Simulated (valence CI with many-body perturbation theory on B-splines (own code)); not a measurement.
**How close is CI+MBPT for Os⁵⁺?**

Calculated by configuration interaction combined with many-body perturbation theory (CI+MBPT): three valence electrons over a frozen Dirac-Fock core [Xe] 4f14, a basis of 9 s, 9 p, 10 d, 8 f, 5 g, 3 h, 1 i functions for each j, with the one-electron correlation potential Σ1 (screened to all orders), the two-electron term Σ2, the three-electron term Σ3, Breit, model QED; selected single and double excitations, second order for the rest, scaled by the run's own slope (own B-spline code, finite nucleus).

Set against measurement, 68 paired levels are off by 1430 cm⁻¹ on average, the worst by 5347. 1 measured level below the end of the list, from 220745 cm⁻¹ on, found no clear computed partner.

Measured levels: measured levels as listed in Brasseur, Palmeri and Quinet, Atoms 13, 11 (2025). Pairs share parity and J, and are chosen by configuration, term and nearness in energy; levels without a clear partner are left out. Energies in cm⁻¹ above the measured ground level. The last column is blank where CI alone has no clear partner.

Levels are named by their leading jj configuration (3d3/2^4 stands for four electrons in 3d with j = 3/2), which in mixed levels can hold well under half, so a name can repeat and another be missing. Letters in brackets count levels of one name in rising energy.

| Computed label | Label in the source | Measured | Computed | Difference | CI alone, difference |
| --- | --- | --- | --- | --- | --- |
| (5d3/2^3) J=3/2 | 5d3 4F | 0 | 0.0 | 0 | 0 |
| (5d3/2^2 5d5/2) J=5/2 | 5d3 4F | 6397.4 | 6293.9 | -104 | -752 |
| (5d3/2^2 5d5/2) J=7/2 | 5d3 4F | 11444.1 | 11367.7 | -76 | -1061 |
| (5d3/2^2 5d5/2) J=3/2 | 5d3 | 14430.2 | 14956.7 | +527 | -267 |
| (5d3/2^2 5d5/2) J=9/2 | 5d3 4F | 14678.3 | 14671.0 | -7 | -922 |
| (5d3/2^2 5d5/2) J=1/2 | 5d3 4P | 16772.4 | 17300.1 | +528 | -241 |
| (5d3/2 5d5/2^2) J=7/2 [a] | 5d3 2G | 22919.6 | 23033.7 | +114 | -1024 |
| (5d3/2 5d5/2^2) J=9/2 | 5d3 2H | 24028.4 | 23980.1 | -48 | -939 |
| (5d3/2 5d5/2^2) J=5/2 [a] | 5d3 4P | 24828.5 | 25346.0 | +517 | -722 |
| (5d3/2 5d5/2^2) J=3/2 [a] | 5d3 | 27894 | 28434.5 | +541 | -1455 |
| (5d3/2 5d5/2^2) J=1/2 | 5d3 2P | 28859.8 | 29479.6 | +620 | -1760 |
| (5d3/2 5d5/2^2) J=11/2 | 5d3 2H | 32155.8 | 32137.9 | -18 | -824 |
| (5d3/2 5d5/2^2) J=5/2 [b] | 5d3 2D | 34417.8 | 35127.3 | +710 | -1533 |
| (5d5/2^3) J=9/2 | 5d3 2G | 37019.4 | 37072.5 | +53 | -2008 |
| (5d3/2 5d5/2^2) J=5/2 [c] | 5d3 2F | 39600.8 | 40488.1 | +887 | +7 |
| (5d5/2^3) J=3/2 | 5d3 2P | 40202.6 | 40868.8 | +666 | -3088 |
| (5d3/2 5d5/2^2) J=7/2 [b] | 5d3 2F | 40447 | 41240.8 | +794 | -297 |
| (5d3/2 5d5/2^2) J=3/2 [b] | 5d3 2D | 59910.8 | 61363.7 | +1453 | -1064 |
| (5d5/2^3) J=5/2 | 5d3 2D | 61005.3 | 62341.7 | +1336 | -2023 |
| (5d3/2^2 6s) J=3/2 | 5d2 6s 4F | 97940.4 | 99330.9 | +1390 | -7939 |
| (5d3/2^2 6s) J=5/2 | 5d2 6s 4F | 100973.9 | 102392.3 | +1418 | -8120 |
| (5d3/2 5d5/2 6s) J=7/2 [a] | 5d2 6s 4F | 108538.4 | 109888.0 | +1350 | -8920 |
| (5d3/2 5d5/2 6s) J=5/2 [a] | 5d2 6s 2F | 114140.1 | 115739.9 | +1600 | -8634 |
| (5d3/2^2 6s) J=1/2 | 5d2 6s 4P | 114363.2 | 116459.0 | +2096 | -7412 |
| (5d5/2^2 6s) J=9/2 | 5d2 6s 4F | 115173.8 | 116573.1 | +1399 | -9291 |
| (5d3/2 5d5/2 6s) J=3/2 [a] | 5d2 6s 4P | 118499.8 | 120508.2 | +2008 | -7985 |
| (5d3/2 5d5/2 6s) J=5/2 [b] | 5d2 6s 4P | 119205.3 | 121078.3 | +1873 | -8376 |
| (5d3/2 5d5/2 6s) J=3/2 [b] | 5d2 6s 2D | 123318.6 | 125341.2 | +2023 | -8531 |
| (5d3/2 5d5/2 6s) J=7/2 [b] | 5d2 6s 2F | 123600.5 | 125217.7 | +1617 | -8816 |
| (5d3/2 5d5/2 6s) J=1/2 | 5d2 6s 2P | 129179.2 | 131435.0 | +2256 | -7703 |
| (5d3/2 5d5/2 6s) J=9/2 | 5d2 6s 2G | 130849.6 | 132541.9 | +1692 | -8331 |
| (5d5/2^2 6s) J=5/2 | 5d2 6s 2D | 131676.2 | 133657.4 | +1981 | -9442 |
| (5d5/2^2 6s) J=7/2 | 5d2 6s 2G | 132989.9 | 134640.2 | +1650 | -8818 |
| (5d5/2^2 6s) J=3/2 | 5d2 6s 2P | 138441.2 | 140631.3 | +2190 | -8776 |
| (5d5/2^2 6s) J=1/2 | 5d2 6s 2S | 157388.9 | 160312.6 | +2924 | -10543 |
| (5d3/2^2 6p1/2) J=5/2 | 5d2 6p 4G° | 170473.6 | 171992.6 | +1519 | -12183 |
| (5d3/2^2 6p1/2) J=3/2 | 5d2 6p | 175839.8 | 177118.3 | +1279 | -11376 |
| (5d3/2 5d5/2 6p1/2) J=7/2 [a] | 5d2 6p 4G° | 182479.5 | 183899.6 | +1420 | -12956 |
| (5d3/2 5d5/2 6p1/2) J=5/2 [a] | 5d2 6p | 184033 | 185329.2 | +1296 | -12227 |
| (5d3/2^2 6p1/2) J=1/2 | 5d2 6p 4D° | 186854 | 188650.7 | +1797 | -10698 |
| (5d3/2 5d5/2 6p1/2) J=9/2 | 5d2 6p | 190882.5 | 192306.4 | +1424 | -12816 |
| (5d3/2 5d5/2 6p1/2) J=3/2 [a] | 5d2 6p | 190987.8 | 192740.9 | +1753 | -11654 |
| (5d3/2 5d5/2 6p1/2) J=5/2 [b] | 5d2 6p | 191516.9 | 193189.1 | +1672 | -12558 |
| (5d3/2 5d5/2 6p1/2) J=1/2 | 5d2 6p | 192087.9 | 193811.1 | +1723 | -11079 |
| (5d3/2 5d5/2 6p1/2) J=7/2 [b] | 5d2 6p | 192575.6 | 193885.2 | +1310 | -12417 |
| (5d3/2^2 6p3/2) J=3/2 [a] | 5d2 6p | 194263.2 | 195737.5 | +1474 | -12570 |
| (5d3/2 5d5/2 6p1/2) J=3/2 [b] | 5d2 6p | 195716.1 | 197441.7 | +1726 | -11588 |
| (5d3/2^2 6p3/2) J=5/2 | 5d2 6p | 196152.8 | 197489.7 | +1337 | -12092 |
| (5d3/2^2 6p3/2) J=7/2 | 5d2 6p | 197134 | 198422.0 | +1288 | -12740 |
| (5d3/2^2 6p3/2) J=1/2 | 5d2 6p 4D° | 198144.3 | 199938.5 | +1794 | -12677 |
| (5d3/2 5d5/2 6p3/2) J=9/2 [a] | 5d2 6p 4G° | 202263.2 | 203766.8 | +1504 | -13485 |
| (5d5/2^2 6p1/2) J=7/2 | 5d2 6p | 203069.9 | 204447.7 | +1378 | -12410 |
| (5d3/2 5d5/2 6p3/2) J=5/2 [a] | 5d2 6p | 204720.9 | 206334.4 | +1614 | -13556 |
| (5d5/2^2 6p1/2) J=3/2 | 5d2 6p | 205711.8 | 207446.6 | +1735 | -12446 |
| (5d3/2 5d5/2 6p3/2) J=7/2 [a] | 5d2 6p | 206193.4 | 207672.4 | +1479 | -13016 |
| (5d5/2^2 6p1/2) J=9/2 | 5d2 6p | 206555.3 | 207954.1 | +1399 | -12859 |
| (5d5/2^2 6p1/2) J=5/2 | 5d2 6p | 207333.9 | 208785.2 | +1451 | -12803 |
| (5d3/2 5d5/2 6p3/2) J=3/2 [a] | 5d2 6p 4D° | 207349.5 | 209030.5 | +1681 | -13350 |
| (5d3/2 5d5/2 6p3/2) J=7/2 [b] | 5d2 6p | 209856 | 211224.1 | +1368 | -13191 |
| (5d5/2^2 6p3/2) J=11/2 | 5d2 6p 4G° | 210146.1 | 211669.7 | +1524 | -14639 |

The table shows the lowest 60 pairs. Over 68 excited levels the mean absolute difference is 1430 cm⁻¹, the median 1477 and the largest 5347. For the 68 levels that pair on every rung the mean is CI alone 8766, + Σ1 4352, + Σ2 1173, + Σ3 1346, + Breit 1252, + QED 1430. The comparison draws on a selection of the measured levels: 69 of the 69 computed ones have a partner in it, and others may be off by more.

These 1 measured levels below the end of the computed list are not counted above. Beside each stands the unpaired computed level of its name, or else the nearest of its J and parity; the gap is either an error of the method or a doubtful assignment.

```
Label in the source    J  Measured  Unpaired level  Computed
             5d2 6p  5/2    220745            none
```
